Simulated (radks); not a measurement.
Task: Valence configurations of P II (all share [Ne]). Calculated with a radial shooting solver on a logarithmic mesh with Libxc functionals: scalar-relativistic Kohn-Sham, r2SCAN, spin-polarised, spherical densities, finite nucleus; open shells are filled with parallel spins first; meta-GGA in the generalised Kohn-Sham scheme; Fermi nuclear charge, rms radius 3.1889 fm. Order these by energy: 3s0.5 3p3.5; 3s2 3p2; 3p4; 3s1.5 3p2.5; 3s1 3p3.

Result: From the lowest, in eV above it: 3s2 3p2 0.000; 3s1.5 3p2.5 2.872; 3s1 3p3 4.689; 3s0.5 3p3.5 12.305; 3p4 19.102. NIST lists [Ne] 3s2 3p2 as the ground configuration; this level of theory agrees among the configurations tried. The energies are those of spherical high-spin densities, not of single terms.
